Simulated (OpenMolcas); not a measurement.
5s² 5p⁴ along the 52-electron sequence

- Program: OpenMolcas
- Method: SS-CASPT2, IPEA 0.25 Eh, imaginary shift 0.1 Eh
- Basis: ANO-RCC-VQZP
- Scalar Hamiltonian: DKH2, point nucleus
- Spin-orbit coupling: state interaction with AMFI integrals over the reference wave functions, term energies averaged over their components

Active space for each ion: 4 electrons in 3 orbitals (5p); closed shells correlated by CASPT2: 4d 5s.

Computed levels in cm-1 above ³P₂:

| Level | Te | I+ | Xe2+ |
| --- | --- | --- | --- |
| ³P₁ | 4340 | 6410 | 8910 |
| ³P₀ | 4590 | 6240 | 7940 |
| ¹D₂ | 10380 | 13370 | 16630 |
| ¹S₀ | 23040 | 28950 | 35200 |
| weight of ³P in the lowest level (%) | 93 | 91 | 90 |

Measured, with the error of the calculation in %. Measured levels: Te, I+ from NIST Handbook of Basic Atomic Spectroscopic Data; Xe2+ from Saloman, J. Phys. Chem. Ref. Data 33, 765 (2004).

```tsv
Level	Te	I+	Xe2+
³P₁	4751 (-8.7)	7087 (-9.5)	9794 (-9.0)
³P₀	4706 (-2.5)	6448 (-3.2)	8130 (-2.3)
¹D₂	10558 (-1.7)	13727 (-2.6)	17099 (-2.7)
¹S₀	23198 (-0.7)	29501 (-1.9)	36103 (-2.5)
```

The fine-structure level ³P₀ changes by a factor of 1.73 from Te to Xe2+. Its fourth root runs 8.23, 8.89, 9.44, with steps per unit of Z of 0.66, 0.55; equal steps would mean a (Z - σ)^4 law with constant σ.

¹D₂ changes by a factor of 1.6 over the same range, with steps per unit of Z of +2990, +3260 cm-1.

CASPT2 breaks the degeneracy within a term, and the mean is taken; among the terms shown or strongly mixed into the levels shown the widest spread is 190 cm-1 (5s² 5p⁴ ¹D, Te). With the s shell closed, the reference lacks s² → p² mixing. Measured partners are found by configuration, term and J. A level has none where our copy of the source lacks it or the pairing is in doubt (some pairs that miss far off the trend of their configuration count as doubtful), and it then counts in no deviation. Levels of configurations outside the active space are missing.
